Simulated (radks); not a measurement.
Q: These are the eigenvalues of the occupied orbitals of an atom or ion with whole-number occupations (hartree). Calculated with a radial shooting solver on a logarithmic mesh with Libxc functionals: Dirac Kohn-Sham, PBEsol, spin-unpolarised, spherical densities, point nucleus.

1s1/2: -2549.893
2s1/2: -440.1862
2p1/2: -420.9557
2p3/2: -371.2675
3s1/2: -101.7024
3p1/2: -93.14316
3p3/2: -82.39949
3d3/2: -67.99286
3d5/2: -65.65585
4s1/2: -21.31941
4p1/2: -17.77209
4p3/2: -15.27941
4d3/2: -9.45555
4d5/2: -8.99639
5s1/2: -3.32961
5p1/2: -2.26372
5p3/2: -1.88616
4f5/2: -1.70625
4f7/2: -1.62376
5d3/2: -0.48804
6s1/2: -0.37341
6p1/2: -0.17018
6p3/2: -0.13385

Which element is it, and in what charge state? The configuration may be excited. Open shells, if any, fill j = l - 1/2 first.

A: Z = 74, tungsten, charge 0: W in [Xe] 4f14 5d1 6s2 6p3. The list shows which subshells hold electrons but not how many an open one holds; the 1s level, -2549.9 hartree, gives Z - s = 71.4 by -(Z - s)^2/2, which with screening and relativity narrows Z to a few neighbours, and the depths of the outer levels then fix element, charge and occupations together.
